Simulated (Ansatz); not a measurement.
The first iterations of a band of AlCl3FH5NOTa (13 atoms, charge 0, multiplicity 1).

Computed with RKS PBE/def2-SVP in Ansatz.

* movable images: 7
* climbing image: yes
* spring: 5.0 eV/Å²
* optimiser: quadratic models (default)
* start path: through a guess of the saddle point
* force threshold: 0.5 eV/Å
* iteration limit: 60
* end points: relaxed

Initial state:

```xyz
13
Properties=species:S:1:pos:R:3
Ta 0.171 0.033 0.300
F 1.923 0.687 0.565
Cl -0.449 0.430 2.535
Cl 0.495 -0.270 -2.011
N -0.941 1.600 -0.174
H -1.471 2.169 0.496
H -1.127 1.916 -1.133
Cl -1.734 -1.709 0.173
O 1.030 -1.890 0.774
Al -0.156 -3.341 0.730
H 0.107 -4.266 -0.541
H -0.460 -3.886 2.198
H 1.982 -1.950 0.983
```

Final state:

```xyz
13
Properties=species:S:1:pos:R:3
Ta 0.170 0.030 0.292
F 1.920 0.685 0.563
Cl -0.459 0.413 2.526
Cl 0.497 -0.260 -2.020
N -0.940 1.602 -0.174
H -1.468 2.168 0.501
H -1.123 1.929 -1.130
Cl -1.730 -1.715 0.151
O 1.033 -1.891 0.761
Al -0.156 -3.339 0.742
H -0.466 -3.853 2.219
H 0.108 -4.291 -0.509
H 1.984 -1.954 0.973
```

| iteration | highest image above the first end (eV) | largest band force component (eV/Å) |
| --- | --- | --- |
| 1 | 22.708 | 64.772 |
| 2 | 8.176 | 20.196 |
| 3 | 4.491 | 10.206 |

**Question.** Does the band converge within its limit, and where does its top end?

**Answer.** The run converged. It ended after 11 iterations with the highest image 0.794 eV above the first end. The threshold of 0.5 eV/Å is loose, so the images may lie well off the minimum-energy path. The order of the point at the top wasn't checked.

Time of the run: 4.6 min on 4 threads of Arm Neoverse V2, on a shared host, peak memory 0.31 GiB.
